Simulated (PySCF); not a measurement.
These compounds are isomers of formula C$_{5}$H$_{10}$O$_{2}$Si$_{2}$.

A. SMILES C1(C#C)([SiH2]O[SiH2]O)CC1
B. `C1=CO[SiH2][C@]1(C(C)=O)[SiH3]`
C. `C=CO/C([SiH3])=C(/[SiH3])C=O`

Spectrum 1. ¹H NMR (400 MHz, computed): δ 10.55 (s, 1H), 6.92 (m, 1H), 5.29 (m, 1H), 4.82 (m, 1H), 4.35 (s, 3H), 4.18 (s, 3H). ¹³C{¹H} NMR (computed): δ 196.3 (CH), 186.6 (C), 161.0 (CH), 130.1 (C), 101.5 (CH2).

Spectrum 2. ¹H NMR (400 MHz, computed): δ 5.04 (s, 2H), 4.96 (s, 2H), 4.48 (br s, 1H), 1.33 (s, 1H), 1.11 (m, 2H), 0.74 (m, 2H). ¹³C{¹H} NMR (computed): δ 102.3 (C), 68.5 (CH), 14.9 (CH2), 0.2 (C).

Spectrum 3. ¹H NMR (400 MHz, computed): δ 6.74 (d, 1H), 5.33 (d, 1H), 5.25 (m, 1H), 5.24 (m, 1H), 4.00 (s, 3H), 2.26 (s, 3H). ¹³C{¹H} NMR (computed): δ 219.1 (C), 158.4 (CH), 112.5 (CH), 48.0 (C), 31.4 (CH3).

Level of theory: PBE0/pcSseg-1 with gauge-including orbitals, GFN2-xTB structure, in PySCF 2.14.0 with density-fitted response routines (no solvent, one conformer, averaged over atoms made equivalent by symmetry, fast rotation or ring inversion, non-relativistic Hamiltonian).

Referencing at the same level of theory: ¹H (31.72 ppm), ¹³C (186.93 ppm) against TMS. Where no couplings were computed, multiplicities follow the n + 1 count of equivalent neighbours, and m marks all less simple cases (inequivalent or close neighbours, rings, F or P nearby). Shifts are as computed. Against solution values, carbons near 30 ppm lie about +3 ppm off and those near 130 ppm about +5 ppm. Of 1211 compounds with measured shifts, 218 miss one by over three times the rms of a fit or turn the order of signals round; such compounds aren't used in these exercises. OH and NH positions are gas-phase values without hydrogen bonding to other molecules.

Question: Match each spectrum to its structure.

Answer: 1–C, 2–A, 3–B.

- Spectrum 1 (C): 5 ¹³C signals; δC 196.3 is an aldehyde carbonyl carbon; δC 186.6 is an alkene carbon bearing oxygen.
- Spectrum 2 (A): 4 ¹³C signals; δC 102.3 is an alkyne carbon; δC 68.5 is a terminal alkyne carbon.
- Spectrum 3 (B): 5 ¹³C signals; δC 219.1 is a ketone carbonyl carbon; δC 158.4 is an alkene carbon bearing oxygen.
